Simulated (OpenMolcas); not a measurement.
## Ti²⁺: from CASSCF to CASPT2

- Program: OpenMolcas 26.06
- Basis: ANO-RCC-VQZP [7s6p4d3f2g1h]
- Scalar Hamiltonian: DKH2, point nucleus
- Active space: 2 electrons in 6 orbitals (3d 4s)
- State averaging: 2S+1 = 3 even, 15 roots; 2S+1 = 1 even, 20 roots kept (CI in the orbitals of an earlier block)
- Spin-orbit coupling: RASSI with atomic mean-field integrals over the reference wave functions, term energies averaged over their components

Methods on the same reference wave functions:
A. CASSCF
B. SS-CASPT2, IPEA 0.25 Eh, imaginary shift 0.1 Eh (closed shells correlated: 3s 3p)
C. MS-CASPT2, IPEA 0.25 Eh, imaginary shift 0.1 Eh (closed shells correlated: 3s 3p)

Energies in cm-1 above 3d2 3F2, the measured ground level; measured values from Corliss and Sugar, J. Phys. Chem. Ref. Data 8, 1 (1979).

| Level | A | B | C | Measured |
| --- | --- | --- | --- | --- |
| 3d2 3F2 | 0.0 | 0.0 | 0.0 | 0.0 |
| 3d2 3F3 | 199 | 201 | 201 | 185 |
| 3d2 3F4 | 459 | 460 | 460 | 420 |
| 3d2 1D2 | 11392 | 7900 | 7870 | 8474 |
| 3d2 3P0 | 13748 | 10990 | 10990 | 10538 |
| 3d2 3P1 | 13817 | 11060 | 11060 | 10604 |
| 3d2 3P2 | 13961 | 11200 | 11200 | 10721 |
| 3d2 1G4 | 17897 | 14310 | 14310 | 14398 |
| 3d 4s 3D1 | 38934 | 38790 | 38790 |  |
| 3d 4s 3D2 | 39060 | 38910 | 38910 | 38199 |
| 3d 4s 3D3 | 39260 | 39120 | 39120 | 38426 |
| 3d2 1S0 | 43346 | 31580 | 31580 | 32476 |
| 3d 4s 1D2 | 44572 | 42050 | 42080 | 41704 |

Deviations, from unrounded energies. A percentage is the sum of absolute deviations over the sum of measured energies, with the sign that they share, or ± where signs differ.

```
                        Against measurement  Levels      A     B     C
             mean absolute deviation (cm-1)      11   2900   430   440
      fine structure of the ground term (%)       2   +8.8  +9.2  +9.3
other terms of the ground configuration (%)       6  +30.9  ±3.4  ±3.4
                   other configurations (%)       3   +3.9  +1.5  +1.5
```

B, C lie about equally close to measurement and A furthest from it. The largest miss of B in the table is 3d2 1S0, by -890 cm-1. The ranking rests on the paired levels alone, and a cruder setting can come out closer through cancelling errors.

Between B and C the level of the table that moves most is 3d 4s 1D2, by 35 cm-1 (lowest in B, highest in C). Moves below CASPT2's spread within the term are not significant.

The two smallest mean deviations differ by little beside CASPT2's spread within terms, so their order carries little weight.

From A to B the spin-free energies of the other terms of 3d2 shown, above 3F, scale by factors of 0.69 to 0.80.

The lowest spin-free term lies below A's lowest term by 0.338 hartree in B, 0.338 hartree in C.

CASPT2 breaks the degeneracy within a term, and the mean is taken; among the terms shown or strongly mixed into the levels shown the widest spread is 920 cm-1 (3d2 1G, C). Terms from blocks run as CI alone lack orbitals of their own. A single d shell beside an s shell can misplace configurations of different d count against each other. Without dynamic correlation excited terms often stand tens of per cent too high (terms of higher spin than the ground term too low), and those without a measured partner can miss by more than the paired ones (holds for A). Measured partners are found by configuration, term and J. A level has none where our copy of the source lacks it or the pairing is in doubt (some pairs that miss far off the trend of their configuration count as doubtful), and it then counts in no deviation. Only configurations of the active space appear.
